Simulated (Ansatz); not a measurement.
Computed with CAM-B3LYP-D3(BJ)/def2-TZVP // PBE0-D3(BJ)/def2-SVP in Ansatz (an electronic-structure program). Gas-phase values, no solvent.  In the def2 sets, heavy atoms carry core potentials.

Reference species (SMILES): `C[C](C)([Sn]([Cl])([Cl])[Cl])C` (neutral, multiplicity 1).

```json
{
  "HOMO–LUMO gap": "8.21 eV",
  "LUMO": "-1.21 eV"
}
```

Changed species: `FC(F)([CH2][Sn]([Cl])([Cl])[Cl])F` (Y = 2,2,2-trifluoroethyl; the reference has Y = tert-butyl).

Q: What does the change do to the HOMO–LUMO gap and LUMO?

A: the HOMO–LUMO gap increases by 0.94 eV, to 9.15 eV; the LUMO decreases by 0.42 eV, to -1.63 eV.
